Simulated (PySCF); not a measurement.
B3H5N3, SMILES B1NBN[B]N1 (connectivity only; charge and spin as stated), charge +1, multiplicity 1. Heavy atoms are numbered as in [B:1]1[NH:2][BH:3][NH:4][BH:5][NH:6]1. Hydrogens are named by the atom that carries them.

Geometry: B3LYP-D3(BJ)/def2-SVP. The multiplicity is an assumed one; no other spin state was optimised. The isomer is the one that the SMILES or the coordinates give; other isomers of the formula were not compared.

Computed with HF/pcSseg-1 run with PySCF.

GIAO shieldings, no solvent; atoms alike by connectivity are averaged. δ = σ(ref) − σ: ¹¹B against BF3 (σ = 102.7 ppm); ¹⁵N against NH3 (σ = 267.3 ppm); ¹H against TMS (σ = 31.99 ppm), references at their B3LYP-D3(BJ)/def2-TZVP geometries, non-relativistic.

Q: Estimate the chemical shifts. (An estimate is asked for; the answer gives what the named calculation found.)

A: 
```
nucleus    atoms  count  δ (ppm)
-------  -------  -----  -------
¹¹B           B1      1     32.0
¹¹B      B3 (BH)      2     26.4
¹⁵N      N4 (NH)      1    123.1
¹⁵N      N2 (NH)      2     82.2
¹H       H on N4      1     6.75
¹H       H on N2      2     6.17
¹H       H on B3      2     5.64
```
